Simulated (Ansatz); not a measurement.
Basis sets compared for the cluster B₂As. The state is a doublet with charge 0. Geometry PBE-D4/def2-TZVP. Ansatz on 4 threads of Arm Neoverse V1 on a shared host; times are rough, and most runs start from earlier orbitals.

Cartesian coordinates in Å:
```
B 0.4347 0.9443 0.2694
B -0.7554 0.2294 -0.3944
As 0.3207 -1.1737 0.1250
```

The 6-31G sets use Cartesian d functions. B3LYP takes the VWN-RPA correlation. The structure comes from a short search, and lower isomers may exist.

Binding counts from free atoms (B doublet, As quartet) in the same basis, without a counterpoise term.

| level | functions | energy (Eh) | HOMO (eV) | LUMO (eV) | binding per atom (eV) | wall time |
| --- | --- | --- | --- | --- | --- | --- |
| PBE-D4/def2-SVP | 60 | -2284.6864 | -5.64 | -4.06 | 2.98 | 0.55 s |
| PBE-D4/def2-TZVP | 110 | -2285.0141 | -5.66 | -4.12 | 2.94 | 1.1 s |
| r2SCAN-D4/def2-TZVP | 110 | -2285.3827 | -6.06 | -3.96 | 2.81 | 4.8 s |
| B3LYP-D4/6-31G | 47 | -2285.0784 | -6.50 | -3.26 | 2.48 | 0.7 s |
| B3LYP-D4/def2-TZVP | 110 | -2285.4699 | -6.65 | -3.47 | 2.66 | 1.3 s |
| PBE0-D4/def2-SVP | 60 | -2284.7518 | -6.93 | -3.24 | 2.80 | 0.75 s |
| PBE0-D4/def2-TZVP (with forces) | 110 | -2285.0791 | -6.91 | -3.27 | 2.75 | 3.4 s |

Q: Estimate the rows for PBE-D4/def2-TZVPD, r2SCAN-D4/def2-TZVPD, PBE0-D4/def2-TZVPD.

A: 
| level | functions | energy (Eh) | HOMO (eV) | LUMO (eV) | binding per atom (eV) | wall time |
| --- | --- | --- | --- | --- | --- | --- |
| PBE-D4/def2-TZVPD | 128 | -2285.0146 | -5.67 | -4.13 | 2.94 | 1.6 s |
| r2SCAN-D4/def2-TZVPD | 128 | -2285.3831 | -6.07 | -3.97 | 2.81 | 6.5 s |
| PBE0-D4/def2-TZVPD | 128 | -2285.0795 | -6.92 | -3.29 | 2.75 | 3.5 s |
